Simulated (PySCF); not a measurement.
Molecule: SMILES C=C=C=CB(O)O, C₄H₅BO₂.

Bonds (- single, = double, # triple, : aromatic): C1=C2, C2=C3, C3=C4, C4-B5, B5-O6, B5-O7. C1 carries H8, H9; C4 carries H10; O6 carries H11; O7 carries H12.

Frames of a GFN2-xTB Langevin trajectory at 300 K; GIAO PBE0/pcSseg-1 shieldings in PySCF 2.14.0 with density-fitted response routines, gas phase, non-relativistic; equivalent atoms averaged within each frame.

Referencing at the same level of theory: TMS for $^{13}$C (186.93 ppm) and $^{1}$H (31.72 ppm); $^{11}$B (100.07 ppm) vs BF3·OEt2; $^{17}$O (336.08 ppm) vs H2O. The references are static minima.

**Question.** How do the shifts (ppm) fluctuate along the trajectory?

**Answer.** 
```
         time (fs)     C3     C2     C4     C1    B5  O6/O7   H10  H8/H9  H11/H12
               250  214.4  191.8  120.0  110.9  24.1  124.4  6.00   5.36     3.15
               425  205.4  182.2  119.9  104.5  24.4  119.6  6.76   6.17     3.14
               625  201.7  198.0  122.7  102.1  23.8  136.7  7.07   6.03     5.30
               800  205.3  189.2  114.4  113.6  23.5  125.1  6.38   6.50     3.48
              1000  203.9  184.7  120.8  109.3  23.5  115.7  6.27   5.94     2.53
    mean of frames  206.1  189.2  119.6  108.1  23.9  124.3  6.50   6.00     3.52
standard deviation    4.8    6.2    3.1    4.7   0.4    7.9  0.42   0.42     1.05
```

5 frames give an uncertainty of the mean of about the standard deviation over 2.2 at best, since frames this close in time may not be independent; classical motion lacks zero-point vibration, and the reference would need the same averaging.
